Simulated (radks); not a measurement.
Values are calculated unless marked as measured or tabulated.
All-electron atom: neutral hydrogen in 1s1.

Level of theory: scalar-relativistic Kohn-Sham, SCAN, spin-unpolarised, spherical densities, finite nucleus; meta-GGA in the generalised Kohn-Sham scheme; Gaussian nuclear charge, rms radius 0.8783 fm; without spin polarisation the odd electron is poorly described (a radial shooting solver on a logarithmic mesh with Libxc functionals).

Energy parts (eV):
part                   energy
total                 -12.323
kinetic                12.003
electron-nucleus      -25.540
Hartree                 7.867
exchange-correlation   -6.653

Orbitals (lengths in bohr, moments of r in powers of bohr):
\begin{tabular}{lrrrr}
orbital & occ. & eigenvalue (eV) & <r^4> & <1/r> \\ \hline
1s & 1 & -6.6505 & 35.00 & 0.9386 \\
\end{tabular}

The highest occupied level is 1s at -6.650 eV. Summed over all electrons, <r^2> = 3.627 bohr^2, which gives a Langevin (diamagnetic) susceptibility term of -2.87 x 10^-6 cm^3/mol.
